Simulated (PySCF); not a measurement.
Molecule: SMILES C1[C@H]2[C@H](N(C)C=O)[C@H]21, C$_{6}$H$_{9}$NO.

Bonds (- single, = double, # triple, : aromatic): C1-N2, N2-C3, C3=O4, N2-C5, C5-C6, C6-C7, C7-C8, C8-C5, C8-C6. C1 carries H9, H10, H11; C3 carries H12; C5 carries H13; C6 carries H14; C7 carries H15, H16; C8 carries H17. Stereochemistry as in CN(C=O)[C@H]1[C@@H]2C[C@@H]21. H15 is cis to C5 on the ring; H16 is trans to C5 on the ring.

Frames of a GFN2-xTB Langevin trajectory at 600 K; GIAO PBE0/pcSseg-1 shieldings in PySCF 2.14, gas phase, non-relativistic; equivalent atoms averaged within each frame.

Referencing at the same level of theory: TMS for ¹³C (σ = 186.93 ppm), ¹H (σ = 31.72 ppm); ¹⁵N (σ = 267.73 ppm) against NH3; ¹⁷O (σ = 336.08 ppm) against H2O. The references are static minima.

Q: How do the shifts (ppm) fluctuate along the trajectory?

A: 
```
         time (fs)     C3    C5    C1    C7  C6/C8     N2     O4   H12  H14/H17  H9/H10/H11
optimised geometry  162.7  54.6  30.9  21.9    4.7  138.5  419.1  8.12     2.16        3.00
               250  160.0  58.6  36.8  17.1   10.5  140.1  417.9  8.60     3.39        3.26
               425  153.1  65.6  37.5  28.8    2.6  141.9  405.3  7.83     1.84        3.59
               625  158.5  62.0  33.1  25.7    9.3  132.1  434.1  8.25     3.23        3.32
               800  157.3  63.9  35.7  39.4   17.0  139.0  423.0  9.16     2.79        3.07
              1000  171.5  63.0  48.2  20.1    3.7  160.6  474.4  8.92     2.50        3.98
    mean of frames  160.1  62.6  38.3  26.2    8.6  142.7  431.0  8.55     2.75        3.44
standard deviation    6.9   2.6   5.8   8.7    5.8   10.7   26.4  0.53     0.62        0.35
```

5 frames give an uncertainty of the mean of about the standard deviation over 2.2 at best, since frames this close in time may not be independent; classical motion lacks zero-point vibration, and the reference would need the same averaging.
